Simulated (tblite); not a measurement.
Cl$_{3}$In (SMILES [Cl][In]([Cl])[Cl]), singlet, geometry from GFN2-xTB (such geometries of metal compounds can be far from the true shape); GFN1-xTB with ALPB(water) (tblite).

Here is a job for tblite.
```
$ tblite run mol.xyz --method gfn1 --charge 0 --spin 0 --alpb water --json tblite.json --no-restart

# file mol.xyz
4

In    -0.00000000    -0.00000000     0.00000000
Cl     2.24449596    -0.20389963    -0.44000345
Cl    -0.90325628    -1.01151285     1.85308124
Cl    -1.34123968     1.21541248    -1.41307779
```

Problem. Predict the main parts of the log of this tblite run.

Solution. 
```
xTB calculator
 | screened Coulomb repulsion
 | Coulomb electrostatics
 |  * isotropic Klopman-Ohno-Mataga-Nishimoto electrostatics
 |  * onsite third-order electrostatics
 | DFT-D3(BJ) dispersion correction
 | Interactions (3)
 | [1] alpb/gbsa reaction field model
 | [2] cds contribution to solvation
 | [3] empirical free energy shift and standard state/solvent correction

halogen bonding energy    0.0000000000000E+00 Eh
repulsion energy          2.3722439519346E-02 Eh
dispersion energy        -1.7993946038256E-03 Eh
interaction energy       -4.0260582551006E-03 Eh
number of electrons       2.4000000000000E+01 e
integral cutoff           4.0000000000000E+01 bohr

------------------------------------------------------------
  cycle        total energy    energy error   density error
------------------------------------------------------------
      1     -14.40000994490  -1.4417907E+01   2.7404163E-01
      2     -14.40483047930  -4.8205344E-03   1.4824411E-01
      3     -14.40624453782  -1.4140585E-03   3.7499120E-02
      4     -14.36365634222   4.2588196E-02   2.4391994E-01
      5     -14.40722543209  -4.3569090E-02   3.5563186E-03
      6     -14.40720308857   2.2343518E-05   6.2143076E-03
      7     -14.40722440658  -2.1318007E-05   1.4725604E-03
      8     -14.40722538640  -9.7982504E-07   4.8295776E-04
      9     -14.40722544191  -5.5513617E-08   3.2141366E-04
     10     -14.40722549552  -5.3605676E-08   2.7013168E-05
     11     -14.40722549594  -4.1647752E-10   1.1752824E-07
------------------------------------------------------------

electronic energy        -1.4425122482596E+01 Eh
total energy             -1.4407225495936E+01 Eh

Post processing:
 | Mayer-Wiberg bond orders

[Info] JSON dump of results written to 'tblite.json'
```
